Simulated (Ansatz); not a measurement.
# Match the barriers

Saddle point of SnNH6F, closed shell (SnNH₅ ([NH2][SnH3]) + HF → SnH₃F ([F][SnH3]) + NH₃; bonds formed: Sn1–F7, N2–H6; bonds broken: Sn1–N2, H6–F7), PBE0-D4/def2-TZVP structure:

Sn1  (-0.802, 0.493, -0.433)
N2  (0.971, -0.119, 0.625)
H3  (-0.560, 0.361, -2.103)
H4  (-0.737, 2.180, -0.037)
H5  (-2.176, -0.147, 0.319)
H6  (0.665, -1.184, 0.197)
F7  (-0.142, -1.831, -0.479)
H8  (0.939, -0.018, 1.630)
H9  (1.842, 0.265, 0.282)
(Å)

Ansatz 0.2.0; basis: def2-TZVPP, with def2-QZVPP for the basis limit; cores frozen in the correlated methods. Filled d shells of the heavier atoms are correlated. Core potentials replace the inner electrons of the atoms past krypton. The def2 sets are not built for correlating such inner shells, so the correlated values are less sure here. Extrapolation: Hartree–Fock as exp(−7.88 √X), correlation as X^−2.97. Four methods, as single points on the PBE0-D4 structures, gave these electronic barriers from the start structure: 0.071, 0.302, 0.414, 0.594 eV.

**Question.** The methods were, in alphabetical order, CCSD(T), HF, PBE0-D4, SPW92. Which gave which? (A judgement: the text doesn't fix the answer.)

**Answer.** Computed: SPW92 0.071; PBE0-D4 0.302; CCSD(T) 0.414; HF 0.594 eV. For comparison, CCSD(T) at an estimated basis limit (MP2 extrapolated from triple and quadruple zeta, plus CCSD(T) − MP2 in triple zeta) gives 0.347 eV.

T1 diagnostic: at most 0.013.

Steps of this kind, hydrogen fluoride cutting a network bond, underlie vapour etching and the fluorination step of atomic layer etching.

Labels in which every atom is bracketed show which atoms are joined, not bond orders.

For scale, one of the runs: CCSD(T)/def2-TZVPP, 196 basis functions, launched by `ansatz run in.yaml --threads 4 --pin off --events-out ev --progress --plain --max-ram 9574MiB`. Time: 85 s of wall clock on 4 CPU threads of an Intel Xeon; the host was shared. Peak host memory: 2.7 GiB.
